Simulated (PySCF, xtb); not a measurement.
C3H9NSi2, SMILES N#CCC[SiH2][SiH3].

GFN2-xTB (xtb 6.7.1) at its own geometry gives an orbital gap of 4.39 eV and a dipole moment of 3.53 D.

Geometry: B3LYP-D3(BJ)/def2-SVP. This is a generated structure with no PubChem entry under its InChIKey; it may be hypothetical. The values are those of a single conformer.

### Question
What does B3LYP/def2-TZVP run with PySCF give? (The exact figures need the calculation; the answer reports its results.)

### Answer
gap 7.60 eV (levels -8.09 and -0.49 eV), dipole 3.95 D.
